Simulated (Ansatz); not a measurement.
Geometry optimisation, Ansatz 0.2.0, RKS PBE-D4/6-31G*.

input.yaml

```yaml
crystal:
  periodic: [false, false, false]
  atoms:
    - { symbol: B, position_ang: [0.02317, 1.98911, -0.7231] }
    - { symbol: Al, position_ang: [0.1349, 0.03024, -0.01629] }
    - { symbol: B, position_ang: [1.23074, -1.66881, 0.51146] }
    - { symbol: O, position_ang: [-1.46053, -0.37676, 0.2511] }
    - { symbol: H, position_ang: [-0.28788, 2.23549, -1.83425] }
    - { symbol: H, position_ang: [-0.10068, 2.91248, 0.00104] }
    - { symbol: H, position_ang: [1.36957, -2.58265, -0.22134] }
    - { symbol: H, position_ang: [1.46387, -1.94878, 1.63341] }
    - { symbol: H, position_ang: [-2.37317, -0.59032, 0.39797] }
basis:
  gaussian: { orbitals: "6-31G*" }
hamiltonian:
  xc: pbe
  dispersion: d4
relax:
  f_tol: 0.015
  max_steps: 40
```

Launched with:

```bash
$ ansatz run input.yaml --threads 1 --pin off --max-ram 2048MiB --backend cpu --events-out ev --progress --plain --runs-dir out
```

Problem. Where does it end, and by what steps?

Solution. The forces met the threshold. After 24 steps the energy has fallen by 0.453 eV; O4 moved furthest, 0.64 Å.

```tsv
step	energy less start (eV)	largest force component (eV/Å)	accepted
0	0.0000	1.000	yes
1	-0.0979	0.719	yes
2	-0.1711	0.296	yes
3	-0.1883	0.175	yes
4	-0.2141	0.239	yes
5	-0.2205	0.154	yes
6	-0.2210	0.070	yes
7	-0.2224	0.103	yes
8	-0.2239	0.161	yes
9	-0.2290	0.486	yes
10	-0.2329	0.911	yes
11	-0.2463	0.818	yes
12	-0.2585	0.409	yes
13	-0.3210	0.683	yes
14	-0.2642	2.791	no
15	-0.3824	0.530	yes
16	-0.4105	0.619	yes
17	-0.3640	0.678	no
18	-0.4365	0.357	yes
19	-0.4445	0.198	yes
20	-0.4494	0.212	yes
21	-0.4473	0.147	no
22	-0.4524	0.034	yes
23	-0.4525	0.025	yes
24	-0.4526	0.002	yes
```

```xyz
9
Properties=species:S:1:pos:R:3
B -0.015 1.816 -0.655
Al -0.327 -0.172 0.086
B 1.249 -1.572 0.470
O -1.931 -0.772 0.430
H 0.030 2.080 -1.836
H 0.185 2.764 0.070
H 1.669 -2.334 -0.370
H 1.829 -1.631 1.530
H -2.688 -0.179 0.275
```

Time of the run: 64 s on 1 thread of Arm Neoverse V1, on a shared host, peak memory 0.14 GiB.
